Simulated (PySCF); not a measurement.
Energy of O⁺ (oxygen, charge +1) between two integer charges

The 2p alpha orbital of [He] 2s2 2p3 is emptied in steps (occupation f), with all orbitals relaxed, ending at [He] 2s2 2p2. All numbers are calculated (PySCF 2.14, no relativity, point nucleus, in aug-pcseg-2 (5s4p3d2f, 46 functions)). The exact energy is a straight line in f; departures are measured from the line between the end points of the same method.

```tsv
f	UHF (eV)	LDA (eV)	PBE (eV)	PBE0 (eV)	r2SCAN (eV)	LC-wPBE (eV)	BHandHLYP (eV)	wB97X (eV)	B3LYP (eV)	r2SCAN0 (eV)
1	0.000	0.000	0.000	0.000	0.000	0.000	0.000	0.000	0.000	0.000
0.75	0.293	-1.732	-1.682	-1.193	-1.528	-0.691	-0.706	-0.704	-1.295	-1.081
0.5	0.379	-2.326	-2.249	-1.591	-2.017	-0.921	-0.941	-0.932	-1.728	-1.425
0.25	0.276	-1.753	-1.685	-1.189	-1.497	-0.685	-0.704	-0.685	-1.293	-1.057
0	0.000	0.000	0.000	0.000	0.000	0.000	0.000	0.000	0.000	0.000
```

Task: For r2SCAN0, how does the orbital energy at f = 1 compare with the removal energy?

Result: −ε = 29.678 eV against a total-energy difference of 35.485 eV. By Janak's theorem ε = ∂E/∂f, so the gap between them reflects the curvature. Along the path −ε is 32.645 (f = 0.75), 35.554 (f = 0.5), 38.339 (f = 0.25) eV.

| method | E(f=0) − E(f=1) (eV) | −ε at f=1 (eV) | −ε at f=0.5 (eV) |
| --- | --- | --- | --- |
| UHF | 34.589 | 36.202 | 34.545 |
| LDA | 35.612 | 26.451 | 35.555 |
| PBE | 35.321 | 26.395 | 35.311 |
| PBE0 | 35.348 | 29.000 | 35.357 |
| r2SCAN | 35.521 | 27.324 | 35.610 |
| LC-wPBE | 35.514 | 31.848 | 35.526 |
| BHandHLYP | 35.163 | 31.409 | 35.168 |
| wB97X | 35.172 | 31.417 | 35.220 |
| B3LYP | 35.337 | 28.454 | 35.341 |
| r2SCAN0 | 35.485 | 29.678 | 35.554 |

Reference removal energy between the ground levels: 35.121 eV (measured; NIST Atomic Spectra Database, ionization energies). The calculation has no spin-orbit coupling. UHF lacks correlation.
